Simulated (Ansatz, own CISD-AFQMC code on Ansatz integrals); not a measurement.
C4H4, SMILES `C#CC=C` (charge 0, multiplicity 1).

Cartesian coordinates (Å):
```xyz
8

C      2.0013     0.3671     0.6163
C      0.9327    -0.0387     0.2417
C     -0.3127    -0.5530    -0.2056
C     -1.4321     0.1654    -0.3061
H      2.9406     0.7350     0.9486
H     -0.3226    -1.6044    -0.4765
H     -1.4564     1.2149    -0.0444
H     -2.3508    -0.2864    -0.6544
```
Charge 0, spin multiplicity 1.

Frozen-core correlation energies in cc-pVDZ at a geometry from B3LYP-D3(BJ)/def2-TZVP, on an HF energy of -153.72122 Ha (<S^2> = 0.00, restricted and unstable towards unrestricted orbitals). Wave-function levels are from Ansatz, the walk from an own CISD-AFQMC code on Ansatz integrals (time step 0.005/Ha, trial state from CCSD amplitudes, largest double 0.11).

| level | correlation energy (mHa) |
|---|---|
| MP2 | -512.8 |
| CCSD | -546.3 |
| CCSD(T) | -569.0 |

Question: What correlation energy does phaseless AFQMC give, and where does it lie among these levels?

Answer: -571.0 ± 0.4 mHa (one standard error). AFQMC minus each level: MP2 -58.2 mHa, CCSD -24.6 mHa, CCSD(T) -1.9 mHa.
